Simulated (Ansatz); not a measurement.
Steps of a relaxation of AuBrF3P (`F[P+](F)(F)[Au-][Br]`) with RKS PBE0-D4/def2-TZVP.

```sh
$ ansatz run in.yaml --threads 4 --pin off --events-out ev --progress --plain --max-ram 11315MiB
```

```yaml
crystal:
  periodic: [false, false, false]
  atoms:
    - {symbol: F, position_ang: [0.781830, -0.893730, 1.663390]}
    - {symbol: P, position_ang: [0.450850, -0.567560, 0.157200]}
    - {symbol: F, position_ang: [-0.011690, -2.025280, -0.222110]}
    - {symbol: F, position_ang: [1.929550, -0.728310, -0.366230]}
    - {symbol: Au, position_ang: [-0.872240, 1.210040, -0.364690]}
    - {symbol: Br, position_ang: [-2.278310, 3.004840, -0.867550]}
basis:
  gaussian: {orbitals: def2-TZVP}
hamiltonian: {xc: pbe0, dispersion: d4}
relax: {f_tol: 0.005, max_steps: 150}
```

Positions (Å) and forces (eV/Å) along the path, 6 of 6 steps:

```xyz
6
step=1 energy=-91169.4475 eV
F     0.782   -0.894    1.663   -0.540    0.745   -0.790
P     0.451   -0.568    0.157    1.055   -1.675    0.567
F    -0.012   -2.025   -0.222   -0.219    1.171   -0.052
F     1.930   -0.728   -0.366   -1.050    0.711    0.007
Au   -0.872    1.210   -0.365    0.979   -1.251    0.355
Br   -2.278    3.005   -0.868   -0.225    0.298   -0.087
6
step=2 energy=-91169.6160 eV
F     0.763   -0.864    1.668   -0.324    0.363   -0.652
P     0.436   -0.575    0.165    1.027   -1.257    0.356
F    -0.035   -2.012   -0.235   -0.013    0.797    0.079
F     1.898   -0.664   -0.392   -0.794    0.293    0.147
Au   -0.822    1.144   -0.345    0.079   -0.208    0.082
Br   -2.238    2.970   -0.862    0.023    0.011   -0.013
6
step=3 energy=-91169.6519 eV
F     0.743   -0.833    1.667    0.126   -0.170   -0.001
P     0.450   -0.596    0.174   -0.155    0.192   -0.053
F    -0.060   -1.988   -0.248    0.157   -0.139    0.066
F     1.876   -0.619   -0.410    0.054   -0.163    0.075
Au   -0.809    1.092   -0.321   -0.206    0.315   -0.097
Br   -2.199    2.944   -0.861    0.024   -0.036    0.011
6
step=4 energy=-91169.6620 eV
F     0.755   -0.851    1.663    0.011   -0.009    0.049
P     0.444   -0.595    0.174   -0.089    0.119   -0.034
F    -0.040   -1.999   -0.239   -0.015   -0.049   -0.014
F     1.873   -0.628   -0.404    0.043    0.001   -0.018
Au   -0.827    1.112   -0.326    0.072   -0.092    0.026
Br   -2.205    2.961   -0.868   -0.023    0.031   -0.009
6
step=5 energy=-91169.6622 eV
F     0.755   -0.850    1.663   -0.014    0.014   -0.019
P     0.441   -0.592    0.174    0.071   -0.087    0.025
F    -0.040   -2.000   -0.239   -0.005    0.028    0.002
F     1.872   -0.626   -0.404   -0.024    0.012    0.002
Au   -0.824    1.109   -0.325   -0.029    0.030   -0.008
Br   -2.205    2.960   -0.867    0.001    0.002   -0.001
6
step=6 energy=-91169.6624 eV
F     0.755   -0.850    1.663    0.000    0.000    0.000
P     0.442   -0.594    0.174    0.001   -0.001    0.000
F    -0.040   -2.000   -0.239    0.000    0.000    0.000
F     1.872   -0.626   -0.405    0.000    0.000    0.000
Au   -0.825    1.109   -0.325    0.000    0.000    0.000
Br   -2.204    2.961   -0.868    0.000    0.001    0.000
```

It took 42 s on 4 threads of an Arm Neoverse V1 on a shared host, with 0.76 GiB of host memory at the peak.
